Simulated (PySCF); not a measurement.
C2H3O2, SMILES O=C(C)[O] (connectivity only; charge and spin as stated), charge -1, multiplicity 1. Atoms are numbered in the order given.

```xyz
7

C     -1.3290    -0.2733    -0.0168
C      0.2051     0.0362    -0.0012
O      0.9806    -0.9632    -0.0490
O      0.5040     1.2647     0.0668
H     -1.7745     0.0338     0.9527
H     -1.5295    -1.3503    -0.1824
H     -1.8288     0.3275    -0.8044
```
Charge -1, spin multiplicity 1.

The structure is a stationary point at PBE-D3(BJ)/def2-SVPD. The multiplicity is an assumed one; other spin states were not compared. The isomer is the one that the SMILES or the coordinates give; other isomers of the formula were not compared.

These are B3LYP/pcSseg-2 (PySCF) values and carry that method's errors.

GIAO shieldings, no solvent; atoms listed in one row are averaged. δ = σ(ref) − σ: ¹³C against TMS (σ = 181.3 ppm); ¹⁷O against H2O (σ = 325.5 ppm); ¹H against TMS (σ = 31.68 ppm), references at their B3LYP-D3(BJ)/def2-TZVP geometries, non-relativistic.

```json
[
 {"nucleus": "¹³C", "atoms": "C2", "count": "1", "δ (ppm)": "184.8"},
 {"nucleus": "¹³C", "atoms": "C1", "count": "1", "δ (ppm)": "30.8"},
 {"nucleus": "¹⁷O", "atoms": "O3", "count": "1", "δ (ppm)": "375.2"},
 {"nucleus": "¹⁷O", "atoms": "O4", "count": "1", "δ (ppm)": "347.8"},
 {"nucleus": "¹H", "atoms": "H5, H6, H7", "count": "3", "δ (ppm)": "1.96"}
]
```
